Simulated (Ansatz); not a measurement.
Results of the Gaussian-basis code of Ansatz.

Basis-set series for Cl2H4HfN2, SMILES `[NH2][Hf]([NH2])([Cl])[Cl]`. The species carries charge 0 and has multiplicity 1. Hf: def2 effective core potential. The structure was optimised at the PBE0-D4/def2-TZVP level. It is one conformer, not always the lowest.

| functional | basis | functions | energy (Eh) | HOMO (eV) | LUMO (eV) |
| --- | --- | --- | --- | --- | --- |
| PBE0-D4 | def2-SVP | 116 | -1079.76926 | -7.68 | -0.78 |
| PBE0-D4 | def2-QZVPP | 455 | -1080.26766 | -7.81 | -0.92 |
| ωB97M-V | def2-SVP | 116 | -1080.03723 | -9.98 | 1.16 |
| ωB97M-V | def2-QZVPP | 455 | -1080.53632 | -10.15 | 0.43 |

Q: Give the rows for def2-TZVPP. (An estimate is asked.)

A: The calculation gave: 
```csv
functional,basis,functions,energy (Eh),HOMO (eV),LUMO (eV)
PBE0-D4,def2-TZVPP,258,-1080.23342,-7.76,-0.85
ωB97M-V,def2-TZVPP,258,-1080.50381,-10.09,0.99
```

Positive LUMOs are unbound and depend on the basis.
